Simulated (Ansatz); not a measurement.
Dissociation curve of Ga2(mu-Cl)2(Me)4, C4H12Cl2Ga2, singlet. The C4–H20 bond (C4 also carries Ga, H, H; H20 carries nothing else) is stretched with both fragments frozen at the PBE0/def2-SVP optimised geometry.

Computed with unrestricted PBE0/def2-SVP (Ansatz, a quantum-chemistry and plane-wave program).

### Question
Relative to R = 1.10 Å, what are the energies at R = 1.04, 1.25, 1.33, 1.59 Å?

### Answer
2.6 mEh at 1.04 Å, 10.5 mEh at 1.25 Å, 21.6 mEh at 1.33 Å, 66.2 mEh at 1.59 Å.

The unrestricted determinant behind UKS-PBE0 is spin-contaminated at 2.06 to 3.22 Å (<S²> up to 1.0, against 0.00 for a pure singlet).
